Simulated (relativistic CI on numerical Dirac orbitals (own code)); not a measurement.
**Zeeman pattern of Au 6278.17 Å at 1.5 T**

Problem. The line 5d⁹6s² ²D3/2 – 5d¹⁰6p ²P°1/2 of Au lies at 6278.17 Å (air; NIST Handbook). Calculate its Zeeman pattern at B = 1.5 T, seen across the field, in LS coupling, and compare it with the Doppler width at an assumed gas temperature of 3000 K.

Working.
1. Landé factors g = 3/2 + [S(S + 1) − L(L + 1)]/[2J(J + 1)]: lower 0.8000, upper 0.6667.
2. The unit is μB B/hc = 0.46686 × 1.5 = 0.7003 cm⁻¹, or 276.1 mÅ at this wavelength. A component is shifted by g_u m_u − g_l m_l units. Seen across the field, the strengths for lower J and m are J² − m² (π) and ¼(J − m)(J − m − 1) (σ).
3. π components (Δm = 0), symmetric about zero, as shift (strength, strongest of all = 100): ±0.067 (100).
4. σ components with Δm = +1, mirrored for −1: 0.733 (25), 0.867 (75).
5. The centre of the σ group lies at ḡ = 0.833 units, 230.1 mÅ from the line centre.
6. The Doppler width is 7.16 × 10⁻⁷ λ √(T/M) = 17.5 mÅ (FWHM, M = 197), so the sum of Gaussians shows separate peaks away from the centre.

Check. A relativistic CI calculation gives g = 0.7991 and 0.6655 for the two levels. The nearest fine-structure partner lies 3816 cm⁻¹ away, 5449 Zeeman units, so the weak-field formulas hold; hyperfine structure, which matters at weak fields for isotopes with nuclear spin, is neglected.
